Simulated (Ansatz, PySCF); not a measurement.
Pair of molecules: C2H2 (SMILES C#C) (first 4 atoms) with C2H6O (SMILES COC); geometry from B3LYP-D3(BJ)/def2-TZVP, rigid monomers moved along the line of their centres of mass till H4···O6 is 3.82 Å.
(charge 0, multiplicity 1):
```xyz
13

C      0.53635     0.04169    -0.21938
C      0.05304     0.00578     0.87661
H      0.96403     0.07327    -1.19150
H     -0.37419    -0.02477     1.85747
C     -0.75201     1.43587     6.03310
O     -1.02929     0.11319     5.61741
C     -0.17135    -0.83678     6.21794
H      0.27168     1.72969     5.76996
H     -0.88166     1.54453     7.11665
H     -1.45445     2.09139     5.52133
H      0.87796    -0.64296     5.96315
H     -0.45572    -1.81686     5.83897
H     -0.27560    -0.82843     7.30961
```

Counterpoise-corrected where a basis set is named; no monomer relaxation.

Cores are frozen in the correlated methods.

Run with Ansatz (Gaussian basis) for Hartree–Fock, density functionals and correlated methods; PySCF for the dispersion terms. Each number belongs to the level named beside it.

PBE/def2-TZVPPD gives -26.1 meV for the interaction energy.

Question: Where do these levels fall relative to PBE: PBE-D3(BJ)/def2-TZVPPD, r2SCAN/def2-TZVPPD, B3LYP/def2-TZVPPD, wB97M-V/def2-TZVPPD, MP2/aug-cc-pVDZ, CCSD(T)/aug-cc-pVDZ.

Answer: PBE-D3(BJ)/def2-TZVPPD -8.0; r2SCAN/def2-TZVPPD 0.6; B3LYP/def2-TZVPPD 4.2; wB97M-V/def2-TZVPPD -6.9; MP2/aug-cc-pVDZ -7.2; CCSD(T)/aug-cc-pVDZ -6.1 meV. 2 of 6 lie above PBE; the widest gap is to PBE-D3(BJ)/def2-TZVPPD.

Ansatz is an electronic-structure program.
